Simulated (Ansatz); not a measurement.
CH$_{6}$O$_{2}$SSi, SMILES `OCO[SiH2]S` from Hartree–Fock to CCSD(T)

| atom | x (Å) | y (Å) | z (Å) |
| --- | --- | --- | --- |
| O1 | 1.4020 | 0.1678 | -0.9379 |
| C2 | 1.2888 | 0.1324 | 0.4535 |
| O3 | 0.0768 | 0.6666 | 0.9048 |
| Si4 | -1.3743 | 0.2447 | 0.2419 |
| S5 | -1.5525 | -1.8467 | -0.1265 |
| H6 | 1.4876 | 1.0843 | -1.2174 |
| H7 | 2.0851 | 0.7033 | 0.9414 |
| H8 | 1.3637 | -0.9230 | 0.7289 |
| H9 | -1.6037 | 0.9888 | -1.0193 |
| H10 | -2.3943 | 0.5842 | 1.2565 |
| H11 | -0.7793 | -1.8025 | -1.2258 |

Total charge 0; spin multiplicity 1. Geometry: relaxed with PBE0-D4/def2-TZVP. It is one conformer, not always the lowest. Frozen core, restricted reference, the Gaussian-basis code of Ansatz. CBS rows extrapolate triple and quadruple zeta; past MP2 they add the triple-zeta difference.

```csv
basis,HF (Eh),MP2 corr.,CCSD corr.,(T),CCSD(T) total
def2-TZVPP,?,-0.94810,-0.99310,-0.03863,?
def2-QZVPP,-877.75740,?,–,–,–
CBS(def2),-877.76147,?,?,as TZ,?
```

(1) Fill in the withheld values. (Estimate.)

Results:

(1) The calculation gave: def2-TZVPP HF (Eh): -877.72786; def2-TZVPP CCSD(T) total: -878.75959; def2-QZVPP MP2 corr.: -1.02371; CBS(def2) MP2 corr.: -1.07972; CBS(def2) CCSD corr.: -1.12472; CBS(def2) CCSD(T) total: -878.92482.
